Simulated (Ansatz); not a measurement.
Consider the substitution at a C–O bond: `FCOC(F)F` + `N[SiH3]` → `FC(F)N[SiH3]` + `OCF`.

Program: Ansatz. Geometries: PBE0-D4/def2-TZVP. ΔE: electronic, gas phase. CCSD(T)/CBS adds triple-zeta CCSD(T) − MP2 to the extrapolated MP2 energy (def2 sets, frozen cores). This one scheme is used for every species. Functionals use def2-TZVPP. B3LYP here is the variant with VWN-RPA as its local correlation; programs differ in this. Each species was taken in one conformer, which may not be the lowest.

(1) Is it downhill or uphill in electronic energy at CCSD(T)/CBS, and by how much? (Best estimate.)

(2) What do these levels give: r2SCAN-D4, B3LYP-D4, ωB97X-V, HF/def2-TZVPP, MP2/def2-QZVPP, SCS-MP2/def2-QZVPP? (An estimate is asked.)

Largest T1 diagnostic among the species: 0.012.

Answers

(1) Ansatz gave: Downhill: ΔE = -6.1 kJ/mol.

(2) Ansatz gave: r2SCAN-D4 -3.7, B3LYP-D4 -7.8, ωB97X-V -5.0, HF/def2-TZVPP 2.2, MP2/def2-QZVPP -7.5, SCS-MP2/def2-QZVPP -6.2 kJ/mol.

In def2-TZVPP, CCSD(T) changes the Hartree–Fock value by −6.1 kJ/mol (the triples alone add −0.2 kJ/mol) and MP2 by −8.5 kJ/mol.
